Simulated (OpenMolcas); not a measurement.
## As+: from CASSCF to CASPT2

- Program: OpenMolcas
- Basis: ANO-RCC-VTZP [6s5p3d1f]
- Scalar Hamiltonian: DKH2, point nucleus
- Active space: 4 electrons in 8 orbitals (4s 4p 5s 5p)
- State averaging: 2S+1 = 3 even, 3 roots; 2S+1 = 1 even, 9 roots; 2S+1 = 5 odd, 1 root; 2S+1 = 3 odd, 9 roots; 2S+1 = 1 odd, 8 roots
- Spin-orbit coupling: RASSI with atomic mean-field integrals over the reference wave functions, term energies averaged over their components

Methods on the same reference wave functions:
A. CASSCF
B. SS-CASPT2, IPEA 0.25 Eh, imaginary shift 0.1 Eh (closed shells correlated: 3d)
C. XMS-CASPT2, IPEA 0.25 Eh, imaginary shift 0.1 Eh (closed shells correlated: 3d)

Energies in cm-1 above 4s2 4p2 3P0, the measured ground level; measured values from NIST Handbook of Basic Atomic Spectroscopic Data.

```tsv
Level	A	B	C	Measured
4s2 4p2 3P0	0.0	0.0	0.0	0.0
4s2 4p2 3P1	890	897	894	1063
4s2 4p2 3P2	2219	2190	2180	2541
4s2 4p2 1D2	13795	10300	10190	10096
4s2 4p2 1S0	23010	22080	22450	22599
4s 4p3 5S* 2	44264	49960	50450	54817
```

Deviations, from unrounded energies. A percentage is the sum of absolute deviations over the sum of measured energies, with the sign that they share, or ± where signs differ.

```json
{"Against measurement": "mean absolute deviation (cm-1)", "Levels": "5", "A": "3000", "B": "1200", "C": "1000"}
{"Against measurement": "fine structure of the ground term (%)", "Levels": "2", "A": "-13.8", "B": "-14.4", "C": "-14.7"}
{"Against measurement": "other terms of the ground configuration (%)", "Levels": "2", "A": "+12.6", "B": "±2.2", "C": "±0.7"}
{"Against measurement": "other configurations (%)", "Levels": "1", "A": "-19.3", "B": "-8.9", "C": "-8.0"}
```

C lies closest to measurement on these levels and A furthest from it. The largest miss of C in the table is 4s 4p3 5S* 2, by -4400 cm-1. The ranking rests on the paired levels alone, and a cruder setting can come out closer through cancelling errors.

Between B and C the level of the table that moves most is 4s 4p3 5S* 2, by 490 cm-1 (lowest in B, highest in C). Moves below CASPT2's spread within the term are not significant.

From A to B the spin-free energies of the other terms of 4s2 4p2 shown, above 3P, scale by factors of 0.71 to 0.96.

The lowest spin-free term lies below A's lowest term by 0.092 hartree in B, 0.094 hartree in C.

CASPT2 does not keep the components of a term degenerate, so their means are used; among the terms shown or strongly mixed into the levels shown the widest spread is 76 cm-1 (4s2 4p2 1D, C). Over all roots computed the reference weight is 0.84 to 0.98 in B, 0.84 to 0.98 in C; the roots of lowest weight are the least certain, and an intruder state may touch them. The run also gave levels led by 4s2 4p 5p, 4s2 4p 5s, which use shells meant for correlation; these and all levels above them are left out. Terms of s pⁿ other than that of highest spin mix with s² pⁿ⁻² d, which this space lacks; all of them can be thousands of cm-1 off, and some have no real level of that name. Without dynamic correlation excited terms often stand tens of per cent too high (terms of higher spin than the ground term too low), and those without a measured partner can miss by more than the paired ones (holds for A). Computed and measured levels are paired by configuration, term and J; levels that our copy of the source lacks, or whose pairing is in doubt (as where it misses far off the trend of its configuration), stay unpaired and out of the deviations. Only configurations of the active space appear. The table leaves out levels that lie high or whose names do not pair safely across all columns.

* marks odd parity.
